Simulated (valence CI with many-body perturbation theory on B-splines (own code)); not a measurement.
La35+: calculated level list

Method: configuration interaction combined with many-body perturbation theory (CI+MBPT): four valence electrons over a frozen Dirac-Fock core [Ar], a basis of 9 s, 9 p, 10 d, 8 f, 5 g, 3 h, 1 i functions for each j, with the one-electron correlation potential Σ1, the two-electron term Σ2, the three-electron term Σ3, Breit, model QED; selected CI, second order for the rest (own B-spline code, finite nucleus).

No measured spectrum was set against this ion. As an estimate, large intervals hold to a few tenths of a per cent, small ones and those within an open d or f shell to about a per cent. Only levels of the ground parity were solved; by the run's estimate the other parity begins above the list, which can be wrong where configurations are misplaced.

Levels 1 to 34 of 34, with energies above the lowest level, (3d3/2^4) J=0. "Leading %" is the weight of the configuration and term that name the level; weights of strongly mixed levels are sums over their largest components and can fall short. In the jj column 3d3/2^4 stands for four electrons in 3d with j = 3/2.

| No. | Configuration | Term | J | E (cm⁻¹) | Leading % | g | Leading jj |
| --- | --- | --- | --- | --- | --- | --- | --- |
| 1 | 3d⁴ | ³P | 0 | 0 | 54 |  | 3d3/2^4 (95 %) |
| 2 | 3d⁴ | ⁵D | 1 | 115510 | 69 | 1.494 | 3d3/2^3 3d5/2 (95 %) |
| 3 | 3d⁴ | ⁵D | 2 | 175250 | 68 | 1.355 | 3d3/2^3 3d5/2 (68 %) |
| 4 | 3d⁴ | ³F | 4 | 186830 | 31 | 1.130 | 3d3/2^3 3d5/2 (93 %) |
| 5 | 3d⁴ | ⁵D | 3 | 200950 | 47 | 1.266 | 3d3/2^3 3d5/2 (72 %) |
| 6 | 3d⁴ | ⁵D | 0 | 286170 | 59 |  | 3d3/2^2 3d5/2^2 (92 %) |
| 7 | 3d⁴ | ⁵D | 4 | 300240 | 43 | 1.148 | 3d3/2^2 3d5/2^2 (89 %) |
| 8 | 3d⁴ | ³F | 2 | 312620 | 37 | 1.041 | 3d3/2^2 3d5/2^2 (74 %) |
| 9 | 3d⁴ | ³G | 3 | 317200 | 49 | 1.051 | 3d3/2^2 3d5/2^2 (73 %) |
| 10 | 3d⁴ | ³H | 5 | 340230 | 70 | 1.077 | 3d3/2^2 3d5/2^2 (100 %) |
| 11 | 3d⁴ | ³P | 1 | 353480 | 54 | 1.217 | 3d3/2^2 3d5/2^2 (86 %) |
| 12 | 3d⁴ | ³H | 6 | 357260 | 57 | 1.088 | 3d3/2^2 3d5/2^2 (97 %) |
| 13 | 3d⁴ | ³G | 4 | 382400 | 62 | 1.028 | 3d3/2^2 3d5/2^2 (95 %) |
| 14 | 3d⁴ | ³F | 3 | 390120 | 42 | 1.137 | 3d3/2^2 3d5/2^2 (88 %) |
| 15 | 3d⁴ | ³D | 2 | 390580 | 40 | 1.134 | 3d3/2^2 3d5/2^2 (91 %) |
| 16 | 3d⁴ | ³F | 4 | 452850 | 41 | 1.206 | 3d3/2 3d5/2^3 (60 %) |
| 17 | 3d⁴ | ³F | 2 | 455260 | 38 | 1.031 | 3d3/2^2 3d5/2^2 (78 %) |
| 18 | 3d⁴ | ³F | 3 | 486900 | 47 | 1.115 | 3d3/2 3d5/2^3 (90 %) |
| 19 | 3d⁴ | ³G | 5 | 513550 | 70 | 1.144 | 3d3/2 3d5/2^3 (100 %) |
| 20 | 3d⁴ | ³F | 4 | 514750 | 48 | 1.112 | 3d3/2^2 3d5/2^2 (68 %) |
| 21 | 3d⁴ | ³D | 1 | 515820 | 68 | 0.819 | 3d3/2 3d5/2^3 (90 %) |
| 22 | 3d⁴ | ¹I | 6 | 521840 | 57 | 1.066 | 3d3/2 3d5/2^3 (97 %) |
| 23 | 3d⁴ | ³P | 2 | 537910 | 61 | 1.326 | 3d3/2^2 3d5/2^2 (70 %) |
| 24 | 3d⁴ | ¹S | 0 | 554250 | 52 |  | 3d3/2 3d5/2^3 (78 %) |
| 25 | 3d⁴ | ³F | 2 | 570830 | 59 | 0.990 | 3d3/2 3d5/2^3 (66 %) |
| 26 | 3d⁴ | ¹F | 3 | 577260 | 42 | 1.086 | 3d3/2 3d5/2^3 (93 %) |
| 27 | 3d⁴ | ³F | 3 | 655070 | 69 | 1.060 | 3d3/2 3d5/2^3 (99 %) |
| 28 | 3d⁴ | ³P | 1 | 659540 | 94 | 1.448 | 3d3/2 3d5/2^3 (96 %) |
| 29 | 3d⁴ | ¹G | 4 | 662650 | 76 | 1.033 | 3d3/2 3d5/2^3 (72 %) |
| 30 | 3d⁴ | ³P | 0 | 667620 | 49 |  | 3d3/2^2 3d5/2^2 (63 %) |
| 31 | 3d⁴ | ¹D | 2 | 679010 | 58 | 1.067 | 3d3/2 3d5/2^3 (49 %) |
| 32 | 3d⁴ | ³F | 4 | 701850 | 51 | 1.151 | 3d5/2^4 (74 %) |
| 33 | 3d⁴ | ¹D | 2 | 789860 | 64 | 1.008 | 3d5/2^4 (54 %) |
| 34 | 3d⁴ | ¹S | 0 | 937210 | 70 |  | 3d5/2^4 (68 %) |

The ionisation energy to 3d³ ⁴F3/2 of the next ion comes out as 2377 eV (NIST: 2377 ± 5 eV (theoretical)). All 34 levels together are meant to be complete up to 974690 cm⁻¹.
